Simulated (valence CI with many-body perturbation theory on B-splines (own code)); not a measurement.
Level structure of Pm⁴⁸⁺

Calculated by configuration interaction combined with many-body perturbation theory (CI+MBPT): three valence electrons over a frozen Dirac-Fock core [Ne], a basis of 9 s, 9 p, 8 d, 6 f, 3 g, 1 h functions for each j, with the one-electron correlation potential Σ1, the two-electron term Σ2, the three-electron term Σ3, Breit, model QED; selected CI, second order for the rest, scaled by the run's own slope (own B-spline code, finite nucleus).

The last digits are not significant, and no measured levels were compared; by estimate large intervals hold to a few tenths of a per cent, small ones and those within an open d or f shell to about a per cent.

Levels 1 to 37 of 37, with energies above the lowest level, (3s^2 3p1/2) J=1/2. "Leading %" is the weight of the configuration and term that name the level; weights of strongly mixed levels are sums over their largest components and can fall short, so below about 35 % the name and the second component can differ from the true leading terms, or belong to a minority configuration. In the jj column 3d3/2^4 stands for four electrons in 3d with j = 3/2. Lifetimes count E1, E2, E3, M1 and M2 decay at the calculated energies, and are blank where another channel may lead or the interval is too uncertain; long ones can be off by a factor of two.

```
No.  Configuration  Term    J  E (Ry)  Leading %      g  Lifetime              Leading jj
  1         3s2 3p   2P°  1/2   0.000         99  0.654                 3s^2 3p1/2 (99 %)
  2         3s 3p2    4P  1/2   9.039         59  2.212   51.5 ps       3s 3p1/2^2 (97 %)
  3         3s2 3p   2P°  3/2  10.735         99  1.325   63.0 ns       3s^2 3p3/2 (99 %)
  4         3s 3p2    4P  3/2  18.157         91  1.653    347 ps   3s 3p1/2 3p3/2 (99 %)
  5         3s 3p2    2D  5/2  19.154         56  1.357    133 ps   3s 3p1/2 3p3/2 (96 %)
  6         3s 3p2    2D  3/2  20.453         57  0.950   4.85 ps   3s 3p1/2 3p3/2 (83 %)
  7         3s 3p2    2P  1/2  21.056         71  1.218   1.47 ps   3s 3p1/2 3p3/2 (96 %)
  8         3s2 3d    2D  3/2  24.098         83  0.833   1.14 ps       3s^2 3d3/2 (83 %)
  9         3s2 3d    2D  5/2  25.966         90  1.227   10.2 ps       3s^2 3d5/2 (90 %)
 10            3p3   2P°  3/2  29.506         35  1.212   5.77 ps    3p1/2^2 3p3/2 (76 %)
 11         3s 3p2    4P  5/2  29.853         50  1.391   4.30 ps       3s 3p3/2^2 (91 %)
 12       3s 3p 3d   4F°  3/2  30.530         74  0.568   14.8 ps   3s 3p1/2 3d3/2 (87 %)
 13       3s 3p 3d   4F°  5/2  31.256         50  1.039   66.7 ps   3s 3p1/2 3d3/2 (95 %)
 14         3s 3p2    2S  1/2  31.826         69  1.878   2.09 ps       3s 3p3/2^2 (98 %)
 15         3s 3p2    2P  3/2  32.224         64  1.198   1.04 ps       3s 3p3/2^2 (97 %)
 16       3s 3p 3d   4D°  1/2  32.752         64  0.371   1.57 ps   3s 3p1/2 3d3/2 (97 %)
 17       3s 3p 3d   4D°  3/2  32.954         41  1.312   1.38 ps   3s 3p1/2 3d3/2 (83 %)
 18       3s 3p 3d   4P°  5/2  33.771         38  1.349   7.68 ps   3s 3p1/2 3d5/2 (98 %)
 19       3s 3p 3d   4F°  7/2  34.428         51  1.249   11.8 ps   3s 3p1/2 3d5/2 (96 %)
 20       3s 3p 3d   2F°  5/2  35.074         49  1.056   8.57 ps   3s 3p1/2 3d5/2 (93 %)
 21       3s 3p 3d   2D°  3/2  35.369         39  1.139   3.12 ps   3s 3p1/2 3d5/2 (76 %)
 22            3p3   2D°  5/2  39.960         71  1.146   2.72 ps    3p1/2 3p3/2^2 (71 %)
 23            3p3   2D°  3/2  40.264         45  1.368   1.22 ps    3p1/2 3p3/2^2 (88 %)
 24            3p3   2P°  1/2  41.048         84  0.674   1.77 ps    3p1/2 3p3/2^2 (84 %)
 25         3p2 3d    2D  3/2  41.648         37  0.765   9.49 ps    3p1/2^2 3d3/2 (98 %)
 26       3s 3p 3d   4D°  3/2  42.115         42  1.325   1.86 ps   3s 3p3/2 3d3/2 (98 %)
 27       3s 3p 3d   4P°  1/2  42.196         85  2.281   2.20 ps   3s 3p3/2 3d3/2 (97 %)
 28       3s 3p 3d   4D°  5/2  42.204         49  1.259   1.46 ps   3s 3p3/2 3d3/2 (83 %)
 29       3s 3p 3d   4F°  7/2  42.425         39  1.275   2.34 ps   3s 3p3/2 3d3/2 (82 %)
 30       3s 3p 3d   4F°  9/2  43.365        100  1.325   77.6 ns  3s 3p3/2 3d5/2 (100 %)
 31       3s 3p 3d   2D°  3/2  43.840         63  0.999   1.22 ps   3s 3p3/2 3d3/2 (67 %)
 32       3s 3p 3d   2D°  5/2  44.705         38  1.317   3.31 ps   3s 3p3/2 3d5/2 (88 %)
 33         3p2 3d    2D  5/2  44.800         29  1.194   6.11 ps    3p1/2^2 3d5/2 (96 %)
 34       3s 3p 3d   2F°  5/2  44.959         65  0.963    886 fs   3s 3p3/2 3d3/2 (81 %)
 35       3s 3p 3d   2P°  1/2  45.148         70  0.609    806 fs   3s 3p3/2 3d3/2 (84 %)
 36       3s 3p 3d   2F°  7/2  45.398         75  1.199   3.88 ps   3s 3p3/2 3d5/2 (85 %)
 37       3s 3p 3d   2P°  3/2  45.445         43  1.166   2.14 ps   3s 3p3/2 3d5/2 (63 %)
```

The ionisation energy to 3s2 1S_0 of the next ion comes out as 4166.5 eV (NIST: 4166 ± 4 eV (theoretical)). All 37 levels together are meant to be complete up to 45.593 Ry.
